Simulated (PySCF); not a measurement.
Stepwise substitution at one centre (Ga Cl-OH). Gas-phase values, no solvent. One relaxed conformer stands for each flexible species; it need not be the lowest. Strings in code marks are SMILES.

Calculation: PySCF with r2SCAN-D4/def2-TZVP. All candidates: neutral, multiplicity 1. Excitations are Tamm–Dancoff values on a coarser integration grid. The basis has no diffuse functions, so Rydberg states are missing or too high.

* **HOMO**: -8.40 eV
* **S1 excitation (TDA)**: 5.89 eV
* **LUMO**: -2.62 eV

Question: Say which member has these values.
(A) `[Cl][Ga]([Cl])[Cl]`
(B) `[OH][Ga]([OH])[OH]`
(C) `[OH][Ga]([OH])[Cl]` (H–O–Ga–Cl torsion 0°, Cl–Ga–O–H torsion 180°)
(D) `[OH][Ga]([Cl])[Cl]` (H–O–Ga–Cl torsion 180°)

Answer: A, `[Cl][Ga]([Cl])[Cl]`. The others give `[OH][Ga]([OH])[OH]`: -7.61 eV, 6.16 eV, -1.47 eV; `[OH][Ga]([OH])[Cl]` (H–O–Ga–Cl torsion 0°, Cl–Ga–O–H torsion 180°): -7.90 eV, 6.10 eV, -1.83 eV; `[OH][Ga]([Cl])[Cl]` (H–O–Ga–Cl torsion 180°): -8.29 eV, 6.11 eV, -2.21 eV
